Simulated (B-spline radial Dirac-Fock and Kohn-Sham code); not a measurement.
## Binding energies of W⁶⁷⁺ at several levels of theory

System: W⁶⁷⁺, configuration [He] 2s2 2p3.

The density-functional columns are spherical, spin-unpolarised Dirac-Kohn-Sham results without Breit or QED terms: −ε is minus the orbital energy of the initial state and ΔSCF the difference of two total energies. The reference in the last column comes from Dirac-Fock energy differences between relaxed states, corrected for Breit and QED terms. All numbers are from a radial atomic solver, in eV; a selection of levels is shown. The Kohn-Sham columns are given as differences from the reference. For the 1s level of heavy atoms much of the gap between ΔSCF and the reference is the Breit and QED part, -320.0 eV here; for other levels the error of the functional can be larger.

| level | LDA −ε − DF | LDA ΔSCF − DF | Dirac-Fock |
| --- | --- | --- | --- |
| 1s | -293.1 | +332.0 | 76745.0 |
| 2s | -128.1 | +26.9 | 18398.0 |
| 2p | -150.2 | +25.6 | 17126.1 |

Values without a named source are computed, but for edge energies of neutral atoms, which are taken from tables.
